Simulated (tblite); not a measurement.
A tight-binding relaxation on `[CH3][GaH2-][N+]#C[C@H](C)C=O`.

Computed with GFN2-xTB geometry optimisation, gas phase (tblite 0.8.0). Start geometry: from a force field or distance geometry. The input is one job of a driver script: a line of settings, then coordinates in Å.

Command:
```bash
OMP_NUM_THREADS=1 python probes_run.py task.json out
```

Input:
```
{"job": {"kind": "relax", "xc": "GFN2-xTB", "basis": "xTB"}, "charge": 0, "multiplicity": 1}
C     -2.844000    -1.282200    -1.469300
Ga    -2.223200     0.611300    -1.304900
N     -0.629400     0.632700    -0.296900
C      0.339600     0.657300     0.307700
C      1.582700     0.663500     1.106100
C      2.762900     0.250300     0.221100
C      1.451900    -0.237800     2.286400
O      1.257200    -1.433200     2.153100
H     -3.016600    -1.708900    -0.457100
H     -3.805700    -1.300000    -2.038200
H     -2.088200    -1.880700    -2.001300
H     -3.345200     1.480300    -0.543700
H     -1.947000     1.217500    -2.749500
H      1.758500     1.702000     1.455100
H      3.703100     0.282500     0.820300
H      2.620700    -0.774000    -0.167300
H      2.880400     0.960300    -0.624000
H      1.533500     0.165200     3.290800
```

Output:
```
step      E/eV     max force
  0    -650.11559    3.060
  1    -650.21075    3.604
  2    -650.37871    1.101
  3    -650.41042    1.804
  4    -650.46639    0.661
  5    -650.49102    0.423
  6    -650.50812    0.421
  7    -650.53023    0.420
  8    -650.54995    0.436
  9    -650.56626    0.334
... (108 lines left out)
118    -650.68548    0.084
119    -650.68588    0.086
120    -650.68617    0.069
121    -650.68638    0.049
122    -650.68651    0.033
123    -650.68660    0.028
124    -650.68668    0.020
125    -650.68675    0.018
126    -650.68679    0.012
127    -650.68681    0.008
```

«max force» is the largest atomic force in eV/Å.

**Question.** From which step on does the largest force stay under 0.1 eV/Å, and how much energy is left to gain from there?

**Answer.** From step 84 (0.063 eV/Å), 16.4 meV above the end.

In short: energy lowered by 13.2 kcal/mol over 127 steps; largest atomic force 0.008 eV/Å at the end.

**Question.** Where do the atoms end?

**Answer.** 0.403 Å rms from the input after alignment:
```
atom  x, y, z in Å
C1    -2.9037   -1.2724   -1.4756
Ga2   -2.3371    0.6446   -1.3508
N3    -0.6600    0.5539   -0.2535
C4     0.3229    0.6229    0.3365
C5     1.5639    0.6414    1.0500
C6     2.7180    0.2124    0.1368
C7     1.4558   -0.2543    2.2937
O8     2.2691   -1.0701    2.5885
H9    -3.0952   -1.7047   -0.4867
H10   -3.8245   -1.3861   -2.0574
H11   -2.1397   -1.8890   -1.9632
H12   -3.0295    1.6331   -0.3861
H13   -1.6337    1.3528   -2.5311
H14    1.7289    1.6627    1.4217
H15    3.6384    0.1906    0.7147
H16    2.5345   -0.7843   -0.2572
H17    2.8274    0.9062   -0.6923
H18    0.5558   -0.0532    2.9001
```

**Question.** Estimate the wall time. Hardware: Arm Neoverse N1, one thread, no GPU, shared host with 64 logical CPUs at a one-minute load of 62.

**Answer.** About 1.6 s.
Labels such as C1 count atoms from 1, the log's own numbers from 0.
